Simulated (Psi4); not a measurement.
C2H6N (SMILES [CH2-]NC), charge -1, singlet, at a GFN2-xTB geometry (a gas-phase anion, which may not be bound at this level); CCSD(T)/6-31G* (Psi4 1.11).

Here is a job for Psi4.
```
memory 2 GB

molecule mol {
-1 1
  C     0.068388   -0.343447    1.280013
  N    -0.020316    0.577285    0.030283
  C    -0.014644   -0.232449   -1.156616
  H     0.074469    0.429802    2.123582
  H    -1.001283   -0.749206    1.345617
  H     0.851123    1.116069    0.047208
  H     0.820505   -0.966737   -1.224493
  H     0.018715    0.396171   -2.064198
  H    -0.943784   -0.811711   -1.180078
}

set basis 6-31g*
set reference rhf
set freeze_core true
set mp2_type conv
set scf_type pk
set puream true
set d_convergence 1e-8

energy('ccsd(t)')
print_variables()
```

It wrote (shortened):

```
   => Loading Basis Set <=

    Name: 6-31G*
    Role: ORBITAL
    Keyword: BASIS

         ---------------------------------------------------------
                                   SCF
               by Justin Turney, Rob Parrish, Andy Simmonett
                          and Daniel G. A. Smith
                              RHF Reference
         ---------------------------------------------------------

  ==> Geometry <==

    Molecular point group: c1
    Full point group: C1

    Geometry (in Angstrom), charge = -1, multiplicity = 1:

       Center              X                  Y                   Z               Mass
    ------------   -----------------  -----------------  -----------------  -----------------
         C            0.064329522154    -0.356677824602     1.258560007773    12.000000000000
         N           -0.024374477846     0.564054175398     0.008830007773    14.003074004430
         C           -0.018702477846    -0.245679824602    -1.178068992227    12.000000000000
         H            0.070410522154     0.416571175398     2.102129007773     1.007825032230
         H           -1.005341477846    -0.762436824602     1.324164007773     1.007825032230
         H            0.847064522154     1.102838175398     0.025755007773     1.007825032230
         H            0.816446522154    -0.979967824602    -1.245945992227     1.007825032230
         H            0.014656522154     0.382940175398    -2.085650992227     1.007825032230
         H           -0.947842477846    -0.824941824602    -1.201530992227     1.007825032230

  Running in c1 symmetry.

  Rotational constants: A =      1.21514  B =      0.32144  C =      0.28087 [cm^-1]
  Rotational constants: A =  36429.03049  B =   9636.59043  C =   8420.21293 [MHz]
  Nuclear repulsion =   75.810151281519381

  Charge       = -1
  Multiplicity = 1
  Electrons    = 26
  Nalpha       = 13
  Nbeta        = 13

  ==> Algorithm <==

  SCF Algorithm Type is PK.
  DIIS enabled.
  MOM disabled.
  Fractional occupation disabled.
  Guess Type is SAD.
  Energy threshold   = 1.00e-08
  Density threshold  = 1.00e-08
  Integral threshold = 1.00e-12

  ==> Primary Basis <==

  Basis Set: 6-31G*
    Blend: 6-31G*
    Number of shells: 30
    Number of basis functions: 54
    Number of Cartesian functions: 57
    Spherical Harmonics?: true
    Max angular momentum: 2

  ==> Integral Setup <==

  Using in-core PK algorithm.
   Calculation information:
      Number of atoms:                   9
      Number of AO shells:              30
      Number of primitives:             69
      Number of atomic orbitals:        57
      Number of basis functions:        54

      Integral cutoff                 1.00e-12
      Number of threads:                 1

  Performing in-core PK
  Using 2206710 doubles for integral storage.
  We computed 107376 shell quartets total.
  Whereas there are 108345 unique shell quartets.

  ==> DiskJK: Disk-Based J/K Matrices <==

    J tasked:                  Yes
    K tasked:                  Yes
    wK tasked:                  No
    Schwarz Cutoff:          1E-12

  Minimum eigenvalue in the overlap matrix is 1.0556670970E-02.
  Reciprocal condition number of the overlap matrix is 2.1897695155E-03.
    Using symmetric orthogonalization.

  ==> Pre-Iterations <==

  SCF Guess: Superposition of Atomic Densities via on-the-fly atomic UHF (no occupation information).

   -------------------------
    Irrep   Nso     Nmo
   -------------------------
     A         54      54
   -------------------------
    Total      54      54
   -------------------------

  ==> Iterations <==

                        Total Energy        Delta E     RMS |[F,P]|

   @RHF iter SAD:  -132.62507930420725   -1.32625e+02   0.00000e+00
   @RHF iter   1:  -133.36116671662592   -7.36087e-01   8.99878e-03 ADIIS/DIIS
   @RHF iter   2:  -133.48211008123562   -1.20943e-01   4.54166e-03 ADIIS/DIIS
   @RHF iter   3:  -133.51096907340948   -2.88590e-02   7.04559e-04 ADIIS/DIIS
   @RHF iter   4:  -133.51217143911293   -1.20237e-03   2.53168e-04 ADIIS/DIIS
   @RHF iter   5:  -133.51229936538638   -1.27926e-04   6.21704e-05 DIIS
   @RHF iter   6:  -133.51231169787920   -1.23325e-05   1.72618e-05 DIIS
   @RHF iter   7:  -133.51231335315009   -1.65527e-06   4.80677e-06 DIIS
   @RHF iter   8:  -133.51231346976323   -1.16613e-07   1.58984e-06 DIIS
   @RHF iter   9:  -133.51231348252233   -1.27591e-08   4.91599e-07 DIIS
   @RHF iter  10:  -133.51231348404855   -1.52622e-09   1.45733e-07 DIIS
   @RHF iter  11:  -133.51231348420711   -1.58565e-10   3.69715e-08 DIIS
   @RHF iter  12:  -133.51231348421709   -9.97602e-12   8.85308e-09 DIIS
  Energy and wave function converged.

  ==> Post-Iterations <==

    Orbital Energies [Eh]
    ---------------------

    Doubly Occupied:

[...]
      13A     -0.001252

    Virtual:

[...]
    Final Occupation by Irrep:
              A
    DOCC [    13 ]
    NA   [    13 ]
    NB   [    13 ]

  @RHF Final Energy:  -133.51231348421709

   => Energetics <=

    Nuclear Repulsion Energy =             75.8101512815193814
    One-Electron Energy =                -336.2227123803435234
    Two-Electron Energy =                 126.9002476146070677
    Total Energy =                       -133.5123134842170884

Computation Completed

Properties will be evaluated at   0.000000,   0.000000,   0.000000 [a0]

Properties computed using the SCF density matrix

 Multipole Moments:

 ------------------------------------------------------------------------------------
     Multipole            Electronic (a.u.)      Nuclear  (a.u.)        Total (a.u.)
 ------------------------------------------------------------------------------------

 L = 1.  Multiply by 2.5417464519 to convert [e a0] to [Debye]
 Dipole X            :          0.2312763           -0.1917410            0.0395353
 Dipole Y            :          1.1725940           -0.6250526            0.5475414
[...]
	Reference energy             =   -133.51231348421763

            **************************
            *                        *
            *        CCENERGY        *
            *                        *
            **************************

    Nuclear Rep. energy (wfn)     =   75.810151281519381
    SCF energy          (wfn)     = -133.512313484217088
    Reference energy    (file100) = -133.512313484217628

    Input parameters:
    -----------------
    Wave function   =     CCSD_T
    Reference wfn   =     RHF
    Brueckner       =     No
    Maxiter         =     50
    R_Convergence   =     1.0e-07
    E_Convergence   =     1.0e-06
    Restart         =     Yes
    DIIS            =     Yes
    AO Basis        =     NONE
    ABCD            =     NEW
    Cache Level     =     2
    Cache Type      =     LOW
    Print Level     =     1
    Num. of threads =     1
    # Amps to Print =     10
    Print MP2 Amps? =     No
    Analyze T2 Amps =     No
    Print Pair Ener =     No
    Local CC        =     No
    SCS-MP2         =     False
    SCSN-MP2        =     False
    SCS-CCSD        =     False

MP2 correlation energy -0.4271926912102141
                Solving CC Amplitude Equations
                ------------------------------
  Iter             Energy              RMS        T1Diag      D1Diag    New D1Diag    D2Diag
  ----     ---------------------    ---------   ----------  ----------  ----------   --------
     0        -0.427192691210214    0.000e+00    0.000000    0.000000    0.000000    0.128459
     1        -0.449977263280300    6.437e-02    0.007829    0.017844    0.017844    0.133474
     2        -0.464217758802725    2.172e-02    0.008805    0.020222    0.020222    0.140700
     3        -0.465958017702190    7.291e-03    0.009783    0.024335    0.024335    0.142256
     4        -0.465983619610621    2.171e-03    0.009978    0.025380    0.025380    0.142735
     5        -0.466026107762138    1.028e-03    0.010109    0.026270    0.026270    0.142902
     6        -0.466024822839617    4.090e-04    0.010188    0.026758    0.026758    0.142925
     7        -0.466018857490916    1.543e-04    0.010208    0.026887    0.026887    0.142921
     8        -0.466018534912455    6.598e-05    0.010216    0.026950    0.026950    0.142920
     9        -0.466018479752786    2.520e-05    0.010217    0.026959    0.026959    0.142920
    10        -0.466017845833000    1.275e-05    0.010217    0.026960    0.026960    0.142920
    11        -0.466018230968381    5.825e-06    0.010217    0.026960    0.026960    0.142920
    12        -0.466018297100746    1.949e-06    0.010217    0.026959    0.026959    0.142920
    13        -0.466018392399274    6.313e-07    0.010217    0.026959    0.026959    0.142920
    14        -0.466018406297782    2.551e-07    0.010217    0.026959    0.026959    0.142921
    15        -0.466018406544636    1.124e-07    0.010217    0.026959    0.026959    0.142921
    16        -0.466018405701020    4.399e-08    0.010217    0.026959    0.026959    0.142921

    Iterations converged.

    Largest TIA Amplitudes:
              9   3         0.0181495735
              9   0        -0.0127856748
              6   7        -0.0083746777
              4   3         0.0080164834
              7   5        -0.0078512286
              4  16        -0.0076122677
              7  20         0.0071479427
              7  17        -0.0069420701
              6  21         0.0062131168
              8   7         0.0059852721

    Largest TIjAb Amplitudes:
      7   7   5   5        -0.0376468872
      9   9  12  12        -0.0367679999
      6   6   7   7        -0.0302509003
      9   9   7   7        -0.0276695363
      9   9   5   5        -0.0270971538
      4   4   2   2        -0.0219475515
      7   7   4   4        -0.0214167676
      4   4   3   3        -0.0192607602
      3   3   6   6        -0.0169417060
      8   8  13  13        -0.0165481997

    SCF energy       (wfn)                    = -133.512313484217088
    Reference energy (file100)                = -133.512313484217628

    Opposite-spin MP2 correlation energy      =   -0.325953513844257
    Same-spin MP2 correlation energy          =   -0.101239177365958
    Singles MP2 correlation energy            =   -0.000000000000000
    MP2 correlation energy                    =   -0.427192691210214
      * MP2 total energy                      = -133.939506175427852

    Opposite-spin CCSD correlation energy     =   -0.373879568512769
    Same-spin CCSD correlation energy         =   -0.092138837188250
    Singles CCSD correlation energy           =    0.000000000000000
    CCSD correlation energy                   =   -0.466018405701020
      * CCSD total energy                     = -133.978331889918650

            **************************
            *                        *
            *        CCTRIPLES       *
            *                        *
            **************************

    Wave function   =    CCSD_T
    Reference wfn   =      RHF

    Nuclear Rep. energy (wfn)                =   75.810151281519381
    SCF energy          (wfn)                = -133.512313484217088
    Reference energy    (file100)            = -133.512313484217628
    CCSD energy         (file100)            =   -0.466018405701020
    Total CCSD energy   (file100)            = -133.978331889918650

    Number of ijk index combinations:              220
    Approx. words needed per explicit thread:          275684
    Number of threads for explicit ijk threading:    1

    MKL num_threads set to 1 for explicit threading.

    (T) energy                                =   -0.012514557508146
      * CCSD(T) total energy                  = -133.990846447426804

  Variable Map:
  ----------------------------------------------------------------------------
[...]
  Array Variable Map:
  ----------------------------------------------------------------------------
[...]
[...]
```
